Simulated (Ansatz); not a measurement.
Born–Oppenheimer molecular dynamics of C2H9FSi (13 atoms, charge 0, multiplicity 1). It starts at the highest image of a converged band. Of that band: Neighbouring images differ by up to 1.5 eV, so the band resolves the path poorly. A vibrational analysis at the climbing image gives one clearly imaginary mode, 868i cm⁻¹: a first-order saddle point.

Theory: RKS LDA/def2-mTZVP in Ansatz 0.2.0.

```json
{
 "ensemble": "NVE (velocity Verlet)",
 "time step": "0.5 fs",
 "steps asked": "200",
 "starting velocities drawn for": "300 K",
 "seed": "2426"
}
```

Frames 1 fs apart, positions in Å, forces in eV/Å.

Velocities at 45.0 fs (Å/ps):

```
Si -4.10 -8.11 -0.45
H 7.11 -2.37 -18.13
C -7.60 -8.03 5.95
C 1.92 -0.31 -1.34
H -24.74 8.26 -2.86
H -3.47 12.11 27.21
F 14.11 16.27 -3.89
H -22.92 -19.99 -8.55
H -10.70 12.25 5.48
H -31.85 -17.61 1.93
H 0.95 -9.47 29.86
H -10.00 15.15 12.53
H 11.56 20.31 -16.59
```

```xyz
13
Properties=species:S:1:pos:R:3:forces:R:3 time_fs=45.0 energy_less_start_eV=-0.626 T=741
Si 0.065 0.118 0.460 -0.23 -0.49 -0.36
H 1.488 -0.391 0.382 0.31 -0.11 -0.29
C -0.838 -1.497 0.662 0.14 -0.39 0.20
C -0.619 0.886 -1.124 0.12 0.38 0.95
H 0.156 0.820 1.771 -0.38 0.34 -0.04
H 2.341 0.866 0.337 -0.64 1.72 -0.29
F 2.125 1.837 0.199 0.67 -1.43 0.19
H -0.489 -2.298 -0.019 -0.17 0.35 -0.23
H -1.938 -1.450 0.636 -0.01 0.08 -0.11
H -0.568 -1.892 1.640 -0.03 -0.18 0.58
H -1.092 1.883 -0.979 0.14 -0.40 -0.04
H 0.158 0.996 -1.879 0.23 0.05 -0.30
H -1.364 0.153 -1.454 -0.17 0.09 -0.26
13
Properties=species:S:1:pos:R:3:forces:R:3 time_fs=46.0 energy_less_start_eV=-0.667 T=770
Si 0.061 0.110 0.460 -0.09 -0.56 -0.37
H 1.496 -0.394 0.363 0.14 -0.02 -0.21
C -0.846 -1.505 0.668 0.02 -0.52 -0.11
C -0.617 0.886 -1.125 0.12 0.46 1.44
H 0.129 0.830 1.768 -0.32 0.26 -0.12
H 2.335 0.886 0.363 -0.56 1.60 -0.35
F 2.139 1.853 0.195 0.59 -1.35 0.25
H -0.512 -2.316 -0.028 -0.24 0.60 0.01
H -1.948 -1.438 0.640 0.10 0.07 -0.14
H -0.600 -1.911 1.645 0.06 -0.20 0.64
H -1.091 1.871 -0.949 0.07 -0.23 -0.08
H 0.150 1.012 -1.868 0.59 0.14 -0.60
H -1.354 0.173 -1.472 -0.49 -0.25 -0.36
13
Properties=species:S:1:pos:R:3:forces:R:3 time_fs=47.0 energy_less_start_eV=-0.726 T=811
Si 0.057 0.102 0.459 0.07 -0.65 -0.37
H 1.506 -0.397 0.341 -0.06 0.08 -0.12
C -0.853 -1.514 0.674 -0.10 -0.61 -0.16
C -0.615 0.886 -1.125 0.21 0.37 1.62
H 0.100 0.842 1.764 -0.26 0.19 -0.21
H 2.323 0.922 0.386 -0.37 0.96 -0.30
F 2.154 1.868 0.192 0.41 -0.73 0.19
H -0.539 -2.328 -0.037 -0.25 0.73 0.19
H -1.958 -1.425 0.644 0.19 0.06 -0.16
H -0.631 -1.931 1.656 0.11 -0.15 0.48
H -1.089 1.858 -0.920 -0.02 -0.01 -0.09
H 0.147 1.028 -1.863 0.74 0.20 -0.68
H -1.348 0.191 -1.493 -0.65 -0.43 -0.41
13
Properties=species:S:1:pos:R:3:forces:R:3 time_fs=48.0 energy_less_start_eV=-0.781 T=849
Si 0.052 0.093 0.459 0.21 -0.74 -0.37
H 1.515 -0.399 0.319 -0.26 0.17 -0.02
C -0.861 -1.523 0.680 -0.19 -0.62 0.03
C -0.612 0.886 -1.124 0.33 0.13 1.41
H 0.068 0.856 1.758 -0.19 0.11 -0.29
H 2.308 0.966 0.405 -0.12 -0.16 -0.08
F 2.169 1.883 0.188 0.18 0.37 -0.02
H -0.567 -2.334 -0.045 -0.20 0.72 0.26
H -1.966 -1.411 0.646 0.24 0.04 -0.17
H -0.661 -1.953 1.671 0.11 -0.03 0.18
H -1.087 1.845 -0.892 -0.12 0.22 -0.09
H 0.151 1.047 -1.864 0.61 0.20 -0.50
H -1.348 0.205 -1.518 -0.58 -0.40 -0.34
13
Properties=species:S:1:pos:R:3:forces:R:3 time_fs=49.0 energy_less_start_eV=-0.801 T=863
Si 0.049 0.085 0.458 0.30 -0.82 -0.36
H 1.522 -0.400 0.296 -0.41 0.24 0.07
C -0.869 -1.533 0.685 -0.28 -0.51 0.36
C -0.610 0.887 -1.121 0.40 -0.17 0.88
H 0.034 0.871 1.749 -0.12 0.03 -0.35
H 2.291 1.008 0.424 0.07 -1.39 0.25
F 2.184 1.898 0.184 0.01 1.58 -0.34
H -0.597 -2.333 -0.050 -0.10 0.57 0.21
H -1.971 -1.396 0.646 0.23 0.03 -0.16
H -0.690 -1.975 1.688 0.11 0.11 -0.18
H -1.086 1.833 -0.865 -0.18 0.38 -0.10
H 0.161 1.067 -1.870 0.27 0.14 -0.13
H -1.354 0.215 -1.546 -0.31 -0.19 -0.16
13
Properties=species:S:1:pos:R:3:forces:R:3 time_fs=50.0 energy_less_start_eV=-0.802 T=864
Si 0.044 0.075 0.457 0.32 -0.86 -0.37
H 1.525 -0.398 0.274 -0.49 0.29 0.16
C -0.877 -1.543 0.692 -0.35 -0.28 0.72
C -0.607 0.888 -1.118 0.38 -0.38 0.25
H -0.002 0.887 1.736 -0.04 -0.04 -0.38
H 2.275 1.038 0.446 0.10 -1.90 0.43
F 2.199 1.914 0.180 -0.01 2.07 -0.52
H -0.628 -2.326 -0.053 0.03 0.30 0.07
H -1.975 -1.382 0.645 0.18 0.03 -0.13
H -0.718 -1.996 1.704 0.13 0.22 -0.47
H -1.086 1.825 -0.839 -0.18 0.41 -0.14
H 0.173 1.089 -1.877 -0.11 0.05 0.29
H -1.363 0.224 -1.576 0.06 0.10 0.09
13
Properties=species:S:1:pos:R:3:forces:R:3 time_fs=51.0 energy_less_start_eV=-0.812 T=872
Si 0.041 0.066 0.456 0.27 -0.87 -0.38
H 1.523 -0.394 0.254 -0.49 0.31 0.24
C -0.885 -1.553 0.698 -0.40 0.05 0.99
C -0.604 0.888 -1.114 0.25 -0.43 -0.27
H -0.037 0.902 1.720 0.03 -0.10 -0.38
H 2.260 1.050 0.471 0.00 -1.26 0.25
F 2.213 1.931 0.176 0.07 1.40 -0.35
H -0.659 -2.316 -0.056 0.16 -0.01 -0.13
H -1.976 -1.367 0.643 0.09 0.04 -0.09
H -0.745 -2.015 1.715 0.15 0.27 -0.63
H -1.089 1.821 -0.814 -0.12 0.30 -0.20
H 0.184 1.112 -1.881 -0.41 -0.04 0.62
H -1.371 0.233 -1.605 0.39 0.33 0.33
13
Properties=species:S:1:pos:R:3:forces:R:3 time_fs=52.0 energy_less_start_eV=-0.812 T=871
Si 0.037 0.056 0.454 0.15 -0.83 -0.39
H 1.516 -0.386 0.235 -0.41 0.30 0.31
C -0.894 -1.563 0.706 -0.41 0.40 1.06
C -0.601 0.888 -1.111 0.04 -0.31 -0.56
H -0.072 0.916 1.701 0.11 -0.14 -0.35
H 2.245 1.051 0.498 -0.07 -0.03 -0.19
F 2.228 1.948 0.172 0.12 0.13 0.09
H -0.689 -2.307 -0.059 0.26 -0.28 -0.31
H -1.977 -1.352 0.640 0.00 0.05 -0.05
H -0.771 -2.031 1.720 0.19 0.25 -0.63
H -1.092 1.820 -0.792 -0.01 0.11 -0.28
H 0.192 1.134 -1.880 -0.56 -0.11 0.80
H -1.375 0.246 -1.631 0.60 0.46 0.50
13
Properties=species:S:1:pos:R:3:forces:R:3 time_fs=53.0 energy_less_start_eV=-0.790 T=856
Si 0.033 0.046 0.453 -0.03 -0.78 -0.41
H 1.506 -0.376 0.220 -0.27 0.28 0.36
C -0.902 -1.573 0.714 -0.40 0.68 0.84
C -0.597 0.887 -1.108 -0.19 -0.10 -0.61
H -0.106 0.928 1.678 0.18 -0.17 -0.28
H 2.230 1.051 0.524 -0.06 1.02 -0.63
F 2.243 1.966 0.168 0.09 -0.96 0.51
H -0.716 -2.300 -0.066 0.32 -0.42 -0.36
H -1.978 -1.336 0.636 -0.09 0.05 0.00
H -0.794 -2.045 1.719 0.23 0.16 -0.46
H -1.096 1.820 -0.771 0.10 -0.09 -0.35
H 0.194 1.155 -1.871 -0.54 -0.14 0.81
H -1.374 0.263 -1.653 0.65 0.46 0.58
13
Properties=species:S:1:pos:R:3:forces:R:3 time_fs=54.0 energy_less_start_eV=-0.770 T=842
Si 0.029 0.036 0.451 -0.24 -0.72 -0.44
H 1.493 -0.363 0.209 -0.09 0.23 0.39
C -0.912 -1.582 0.723 -0.38 0.87 0.31
C -0.594 0.887 -1.105 -0.40 0.13 -0.40
H -0.139 0.940 1.652 0.24 -0.17 -0.19
H 2.213 1.061 0.543 0.00 1.57 -0.89
F 2.258 1.983 0.164 0.02 -1.53 0.78
H -0.740 -2.297 -0.076 0.32 -0.39 -0.25
H -1.980 -1.320 0.632 -0.13 0.03 0.05
H -0.816 -2.058 1.714 0.27 0.01 -0.16
H -1.098 1.819 -0.754 0.19 -0.25 -0.39
H 0.191 1.174 -1.855 -0.35 -0.12 0.65
H -1.367 0.284 -1.668 0.56 0.33 0.54
13
Properties=species:S:1:pos:R:3:forces:R:3 time_fs=55.0 energy_less_start_eV=-0.770 T=842
Si 0.026 0.025 0.450 -0.45 -0.66 -0.47
H 1.480 -0.348 0.201 0.10 0.17 0.40
C -0.921 -1.591 0.732 -0.36 0.97 -0.41
C -0.591 0.886 -1.103 -0.56 0.32 0.00
H -0.169 0.949 1.625 0.28 -0.16 -0.07
H 2.197 1.085 0.555 0.07 1.59 -0.93
F 2.273 2.000 0.161 -0.05 -1.57 0.82
H -0.761 -2.298 -0.088 0.28 -0.24 0.00
H -1.983 -1.303 0.629 -0.13 0.00 0.10
H -0.835 -2.070 1.707 0.29 -0.17 0.20
H -1.099 1.815 -0.741 0.21 -0.31 -0.38
H 0.184 1.192 -1.832 -0.01 -0.05 0.36
H -1.355 0.308 -1.679 0.31 0.10 0.38
13
Properties=species:S:1:pos:R:3:forces:R:3 time_fs=56.0 energy_less_start_eV=-0.774 T=845
Si 0.022 0.015 0.448 -0.64 -0.60 -0.49
H 1.467 -0.331 0.197 0.29 0.10 0.40
C -0.931 -1.599 0.741 -0.34 1.00 -1.10
C -0.589 0.886 -1.101 -0.63 0.42 0.50
H -0.197 0.957 1.597 0.31 -0.13 0.05
H 2.182 1.125 0.557 0.10 1.08 -0.71
F 2.288 2.015 0.157 -0.07 -1.06 0.61
H -0.779 -2.301 -0.101 0.22 -0.04 0.29
H -1.987 -1.287 0.627 -0.09 -0.07 0.16
H -0.851 -2.084 1.702 0.30 -0.31 0.49
H -1.098 1.809 -0.732 0.17 -0.27 -0.32
H 0.178 1.210 -1.806 0.39 0.05 0.01
H -1.339 0.333 -1.686 -0.02 -0.20 0.11
```

Of the whole run (100 fs, mean temperature of the second half 741 K): The conserved energy stayed within 0.11 meV per atom of its start (net change 0.023 meV per atom), so the integration is sound. The kinetic energy rose, since the run started high on the potential surface and went downhill. It ends in pieces (C2H8Si + FH), so much of that is their flight and rotation, not heat. A run of 0.1 ps of so small a system gives no equilibrium averages. The orbitals stay closed-shell, which can raise the energy where a bond breaks towards radicals; this wasn't checked here.

Time of the run: 2.5 min on 2 threads of AMD EPYC 9R14 (Zen 4) (shared host), peak memory 0.22 GiB.
